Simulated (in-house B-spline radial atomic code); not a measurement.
Configurations of I VII (I6+), with energies counted from [Kr] 4d10 5s1. Computed with a radial B-spline atomic code at the basis-set limit: Dirac-Hartree-Fock, average of configuration, Fermi nucleus of rms radius 4.75 fm. Energies include first-order Breit, QED and recoil terms.

Occupations are held fixed; configurations that lie above the ionisation limit could autoionise.

| configuration | E - E(ref) (eV) | highest orbital | its <r> (bohr) |
| --- | --- | --- | --- |
| [Kr] 4d10 5f1 | 53.092 | 5f7/2 | 3.385 |
| [Kr] 4d10 6d1 | 54.415 | 6d5/2 | 4.198 |
| [Kr] 4d10 7p1 | 60.354 | 7p3/2 | 5.533 |
| [Kr] 4d10 7f1 | 70.05 | 7f7/2 | 8.116 |
| [Kr] 4d10 9p1 | 72.758 | 9p3/2 | 10.81 |
| [Kr] 4d9 5s1 7g1 | 120.29 | 7g7/2 | 8.942 |
| [Kr] 4d9 5s1 8g1 | 123.51 | 8g7/2 | 12.13 |
| [Ar] 3d10 4s2 4p5 4d10 5s1 8f1 | 210.91 | 8f7/2 | 10.93 |
| [Ar] 3d10 4s2 4p5 4d10 5s1 8g1 | 212.51 | 8g7/2 | 12.13 |
| [Ar] 3d10 4s2 4p5 4d10 5s1 9f1 | 213.62 | 9f7/2 | 14.33 |
| [Ar] 3d9 4s2 4p6 4d10 4f1 5s1 | 654.48 | 4f7/2 | 1.342 |

Question: Order these further configurations by energy, lowest first.
A. [Kr] 4d10 7g1
B. [Kr] 4d10 5d1
C. [Ar] 3d9 4s2 4p6 4d10 5s1 6g1
D. [Kr] 4d9 5s1 7p1
E. [Kr] 4d10 8s1

Answer: B (33.296 eV), E (66.441 eV), A (72.221 eV), D (108.18 eV), C (693.29 eV).

Question: How far above the reference does [Ar] 3d10 4s2 4p5 4d10 5s1 8d1 lie?

Answer: 207.68 eV; its least bound orbital is 8d5/2 with <r> = 8.957 bohr.

Question: How far above the reference does [Ar] 3d9 4s2 4p6 4d10 5s1 9g1 lie?

Answer: 703.67 eV; its least bound orbital is 9g7/2 with <r> = 15.76 bohr.

Question: How far above the reference does [Ar] 3d9 4s2 4p6 4d10 5s1 7g1 lie?

Answer: 698.24 eV; its least bound orbital is 7g7/2 with <r> = 8.946 bohr.

Question: One of these lies 63.8 eV from the reference. Which?
A. [Kr] 4d10 5p1
B. [Kr] 4d10 6p1
C. [Kr] 4d10 6f1

Answer: C.
